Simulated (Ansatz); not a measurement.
## Two structures, one formula

The two ends of one reaction step of SiH5BrO, closed shell (PBE0-D4/def2-TZVP).

A:

Si1  (-1.088, -0.028, -0.010)
Br2  (2.848, -0.167, -0.364)
H3  (-1.235, -1.343, -0.690)
H4  (-2.420, 0.517, 0.340)
O5  (-0.242, -0.135, 1.393)
H6  (1.874, 0.644, -1.016)
H7  (-0.419, 0.897, -0.977)
H8  (0.683, -0.386, 1.325)
(Å)

B:

```json
{"atom": "Si1", "x (Å)": "-0.2577", "y (Å)": "-0.6738", "z (Å)": "0.4496"}
{"atom": "Br2", "x (Å)": "1.7852", "y (Å)": "-0.4083", "z (Å)": "-0.3908"}
{"atom": "H3", "x (Å)": "-0.7206", "y (Å)": "-1.9941", "z (Å)": "-0.0356"}
{"atom": "H4", "x (Å)": "-1.1053", "y (Å)": "0.4360", "z (Å)": "-0.0223"}
{"atom": "O5", "x (Å)": "-0.2440", "y (Å)": "-0.5822", "z (Å)": "2.0798"}
{"atom": "H6", "x (Å)": "0.3689", "y (Å)": "1.9824", "z (Å)": "-2.1652"}
{"atom": "H7", "x (Å)": "-0.1253", "y (Å)": "2.4426", "z (Å)": "-2.4844"}
{"atom": "H8", "x (Å)": "0.2989", "y (Å)": "-1.2027", "z (Å)": "2.5689"}
```

Ansatz 0.2.0; basis: def2-TZVPP; cores frozen in the correlated methods. Filled d shells of the heavier atoms are correlated. The def2 sets are not built for correlating such inner shells, so the correlated values are less sure here. B3LYP uses VWN-RPA correlation.

(1) Which structure is lower at CCSD(T), and by how much? (An estimate is asked for; the value comes from the calculation.)

T1 diagnostic: at most 0.009.

Results:

(1) The calculation gives: B, by 72.8 kJ/mol (electronic energy, against the other). By their contacts, A is a complex of SiH₄O ([OH][SiH3]) + HBr and B is a complex of SiH₃BrO ([OH][SiH2][Br]) + H₂.

All methods give the same order:

| method | E(B) − E(A) (kJ/mol) |
| --- | --- |
| SPW92 | -68.4 |
| PBE-D4 | -77.5 |
| BLYP-D4 | -74.7 |
| r2SCAN-D4 | -81.6 |
| B97M-V | -72.2 |
| PBE0-D4 | -77.8 |
| B3LYP-D4 | -74.7 |
| r2SCAN0-D4 | -81.1 |
| BHLYP-D4 | -75.1 |
| CAM-B3LYP-D4 | -70.8 |
| wB97X-V | -75.8 |
| wB97M-V | -78.2 |
| B2PLYP | -76.2 |
| PBE-QIDH | -80.2 |
| RPA on PBE | -67.9 |
| HF | -73.2 |
| MP2 | -82.4 |
| CCSD | -70.9 |
| CCSD(T) | -72.8 |

Labels in which every atom is bracketed show which atoms are joined, not bond orders.

For scale, one of the runs: CCSD(T)/def2-TZVPP, 191 basis functions, launched by `ansatz run in.yaml --threads 4 --pin off --events-out ev --progress --plain --max-ram 9574MiB`. Time: 51 s of wall clock on 4 CPU threads of an Arm Neoverse V2; the host was shared. Peak host memory: 2.1 GiB.
